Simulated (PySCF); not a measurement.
C8H10N2.
Atom-mapped SMILES: `[CH3:1][c:2]1[cH:3][n:4][n:5][cH:6][c:7]1[CH:8]1[CH2:9][CH2:10]1` (hydrogens: H11, H12, H13 on C1; H14 on C3; H15 on C6; H16 on C8; H17, H18 on C9; H19, H20 on C10)

Computed with PySCF at PBE0/pcSseg-1, non-relativistic, on one gas-phase PBE0-D3(BJ)/def2-SVP geometry that isn't relaxed in the solvent. The solvent is an IEF-PCM continuum (van der Waals radii × 1.2). Only the electrostatic response of the medium enters.

Gas phase at PBE0/pcSseg-1: HOMO -6.55 eV, LUMO -1.24 eV, dipole 5.40 D.

Question: What does the continuum do to the energy, the frontier levels and the dipole at PBE0/pcSseg-1 in chloroform?

Answer: 
```json
{"solvent": "chloroform", "ε": "4.711", "E(solvent) − E(gas) (kcal/mol)": "-6.75", "polarisation term (kcal/mol)": "-7.98", "distortion of the solute (kcal/mol)": "1.23", "HOMO (eV)": "-6.86", "LUMO (eV)": "-1.30", "dipole (D)": "6.75"}
```

The polarisation term is half the interaction of the solute with the surface charges that it induces; the rest is the cost of distorting the solute's density. The sum is the electrostatic part of solvation alone.

Question: Which radius a makes the point-dipole formula ΔE = −[(ε − 1)/(2ε + 1)]·μ²/a³ give the value in chloroform, with the gas-phase dipole?

Answer: μ = 2.124 au and |ΔE| = 0.01075 Eh give a = 2.81 Å; the farthest nucleus lies 3.48 Å from the centroid of the nuclei, so such a sphere wouldn't even hold the nuclei. The formula assumes a rigid point dipole at the centre of a sphere.

Question: Which Mulliken charges (PBE0/pcSseg-1) respond most in chloroform (means over atoms taken as equivalent)?

Answer: 
```tsv
atoms	environment	gas (e)	solvent (e)	change
N5	pyridine-type nitrogen	-0.233	-0.277	-0.044
N4	pyridine-type nitrogen	-0.227	-0.271	-0.044
H14	aromatic hydrogen	+0.096	+0.112	+0.016
H15	aromatic hydrogen	+0.094	+0.110	+0.016
H16	methine hydrogen	+0.142	+0.156	+0.014
H11/H12/H13	methyl hydrogen	+0.140	+0.149	+0.009
H18/H20	methylene hydrogen	+0.137	+0.146	+0.009
C9/C10	three-membered-ring carbon	-0.180	-0.188	-0.008
```

Question: Which Mayer bond orders change most in chloroform?

Answer: 
```csv
bond,length (Å),gas,solvent,change
N4–N5,1.314,1.311,1.295,-0.016
C6–C7,1.400,1.343,1.351,+0.008
C2–C3,1.400,1.347,1.354,+0.007
C7–C2,1.399,1.368,1.361,-0.007
C1–C2,1.494,1.112,1.119,+0.007
C3–H14,1.096,0.967,0.961,-0.006
C6–H15,1.094,0.974,0.968,-0.006
C1–H11,1.101,0.934,0.929,-0.005
```

Shape of the structure used: `[CH3:1][c:2]1[cH:3][n:4][n:5][cH:6][c:7]1[CH:8]1[CH2:9][CH2:10]1`: C6–C7–C8–C9 -16°.
